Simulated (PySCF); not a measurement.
C₆H₈F₂O.
Structure used (GFN2-xTB), in Å, numbered top down from 1:
```xyz
17
C6H8F2O angstrom
F      2.6061    1.3848    0.4511
C      1.7015    0.3798    0.4461
F      2.4137   -0.7646    0.3075
C      0.7017    0.5602   -0.7106
C     -0.0249   -0.7494   -1.0278
C     -0.8594   -1.1889    0.1746
C     -1.5913   -0.0015    0.7246
C     -1.2442    1.2386    0.4112
O     -0.1926    1.5996   -0.3813
H      1.2112    0.3655    1.4305
H      1.2623    0.9175   -1.5823
H     -0.6822   -0.5613   -1.8785
H      0.7002   -1.5124   -1.3075
H     -1.5769   -1.9521   -0.1327
H     -0.2220   -1.6403    0.9417
H     -2.4341   -0.1767    1.3711
H     -1.7763    2.1133    0.7523
```

The closed-shell SCF was solved with PySCF and density fitting under several settings on one GFN2-xTB geometry (grid level 2 and gas phase unless stated).

| settings | basis functions | SCF cycles | E (Eh) | HOMO (eV) | LUMO (eV) | dipole (D) |
| --- | --- | --- | --- | --- | --- | --- |
| PBE0/pcSseg-1 | 193 | 14 | -507.7453 | -6.78 | 0.69 | 2.29 |
| BHandHLYP/def2-SVP, grid level 4, damping 0.1 at the start, DIIS from the seventh cycle | 166 | 14 | -507.7000 | -7.82 | 1.98 | 2.43 |
| PW91/pcSseg-1, grid level 4, damping 0.3 at the start, DIIS from the seventh cycle | 193 | 18 | -508.1251 | -5.58 | -0.37 | 2.06 |
| CAM-B3LYP/IGLO-II, level shift 0.3 Eh | 246 | 13 | -508.2879 | -8.08 | 1.80 | 2.43 |
| PBE0/pcSseg-1, energy threshold 1e-08 Eh, start guess sap | 193 | 16 | -507.7453 | -6.78 | 0.69 | 2.29 |

Q: Estimate the row for these settings: BHandHLYP/def2-SVPD, damping 0.1 at the start, DIIS from the seventh cycle.

A: 
```tsv
settings	basis functions	SCF cycles	E (Eh)	HOMO (eV)	LUMO (eV)	dipole (D)
BHandHLYP/def2-SVPD, damping 0.1 at the start, DIIS from the seventh cycle	253	14	-507.7323	-7.94	1.03	2.64
```

Q: Over all rows, what range does the HOMO–LUMO gap span?

A: From 5.21 eV (PW91/pcSseg-1, grid level 4, damping 0.3 at the start, DIIS from the seventh cycle) to 9.88 eV (CAM-B3LYP/IGLO-II, level shift 0.3 Eh). The functional of the narrowest has no exact exchange, that of the widest range-separated exact exchange.

Q: And the dipole moment?

A: From 2.06 D (PW91/pcSseg-1, grid level 4, damping 0.3 at the start, DIIS from the seventh cycle) to 2.64 D (BHandHLYP/def2-SVPD, damping 0.1 at the start, DIIS from the seventh cycle); the largest is 1.28 times the smallest, and the median is 2.36 D.

Q: Compare two rows with the functional BHandHLYP: BHandHLYP/def2-SVP, grid level 4, damping 0.1 at the start, DIIS from the seventh cycle and BHandHLYP/def2-SVPD, damping 0.1 at the start, DIIS from the seventh cycle. Which energy is lower, and by how much?

A: BHandHLYP/def2-SVPD, damping 0.1 at the start, DIIS from the seventh cycle (253 functions) lies 0.0323 Eh or 20 kcal/mol below BHandHLYP/def2-SVP, grid level 4, damping 0.1 at the start, DIIS from the seventh cycle (166 functions).

Cycle counts include a coarse-grid stage where the run had one.

One conformer stands for the species.
